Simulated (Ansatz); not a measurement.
Reaction (substitution at a C–S bond): `S=CS` + `O[SiH2]O` → `O[SiH2]OC=S` + H₂S

Program: Ansatz. Geometries: PBE0-D4/def2-TZVP. ΔE: electronic, gas phase. CCSD(T)/CBS adds triple-zeta CCSD(T) − MP2 to the extrapolated MP2 energy (def2 sets, frozen cores). This one scheme is used for every species. DFT in def2-TZVPP. B3LYP here is the variant with VWN-RPA as its local correlation; programs differ in this. HSE06 is defined as in plane-wave codes. Each species was taken in one conformer, which may not be the lowest.

`S=CS`:

Cartesian coordinates in Å:
```
S 0.825 -0.623 -1.390
C -0.049 0.330 -0.426
S -0.468 0.101 1.227
H -0.473 1.270 -0.786
H 0.165 -1.078 1.375
```

`O[SiH2]O`:

Z-matrix (Å, degrees):
```
Si
O 1 1.642
O 1 1.642 2 113.5
H 1 1.481 2 111.5 3 116.9
H 1 1.481 2 103.8 3 -121.2
H 2 0.958 1 117.7 3 -66.0
H 3 0.958 1 117.7 2 -66.0
```

`O[SiH2]OC=S`:

Z-matrix (Å, degrees):
```
Si
O 1 1.674
O 1 1.629 2 111.4
H 1 1.477 2 108.7 3 116.3
H 1 1.476 2 103.5 3 -121.5
C 2 1.329 1 125.8 3 -83.5
H 3 0.958 1 119.4 2 -67.9
S 6 1.607 2 124.5 1 173.3
H 6 1.096 2 113.9 1 -7.2
```

H₂S:

Z-matrix (Å, degrees):
```
S
H 1 1.341
H 1 1.341 2 92.3
```

```tsv
level	ΔE (kJ/mol)	difference from CCSD(T)/CBS
PBE-D4	29.2	1.8
r2SCANh-D4	26.7	-0.7
r2SCAN0-D4	25.4	-2.0
HSE06-D4	26.5	-0.9
PBE-QIDH	26.6	-0.8
PBE	30.2	2.8
revPBE	30.9	3.5
B3LYP	23.9	-3.5
HSE06	27.6	0.2
HF/def2-SVP	-3.8	-31.2
CCSD/def2-SVP	5.8	-21.6
CCSD(T)/def2-SVP	6.8	-20.6
MP2/def2-TZVPP	30.3	2.9
CCSD/def2-TZVPP	20.1	-7.3
HF/def2-QZVPP	8.8	-18.6
SCS-MP2/def2-QZVPP	28.4	1.0
CCSD(T)/CBS	27.4	0
```

Largest T1 diagnostic among the species: 0.018.

From BLYP to BHLYP (50 % exact exchange), in def2-TZVPP and without D4, ΔE moves by −6.9 kJ/mol. Leaving LDA and LC-ωPBE aside and taking each functional with its dispersion term where it has one, the values, not all of them listed here, spread over 13.2 kJ/mol, from CAM-B3LYP-D4 to revPBE-D4. LDA lies −4.1 kJ/mol from PBE without D4.
